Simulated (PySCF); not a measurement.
# Correlation energy of Si⁺ (silicon, charge +1)

[Ne] 3s2 3p1, 2P determinant. Calculation: PySCF 2.14, in def2-TZVP; no relativity, point nucleus. Frozen: [Ne]; 3 electrons correlated.

MP2 pair energies summed by pair of shells (mhartree):

```csv
pair,energy,share (%)
3s-3s,-22.43,55.6
3s-3p,-17.90,44.4
```

Total MP2 correlation energy: -40.33 mhartree.

Same-spin part -2.62 and opposite-spin part -37.72 mhartree; SCS-MP2 scales them by 1/3 and 6/5 to -46.13 mhartree.

| level | correlation energy (mhartree) |
| --- | --- |
| CCSD | -57.84 |
| (T) | -1.05 |
| CCSD(T) | -58.89 |

Diagnostics: T1 = 0.014, D1 = 0.0323, largest double amplitude 0.106.

Q: Is a single reference adequate?

A: Mostly. T1 lies below 0.03, but a double amplitude of this size points to a near-degeneracy that CCSD handles and MP2 describes poorly.
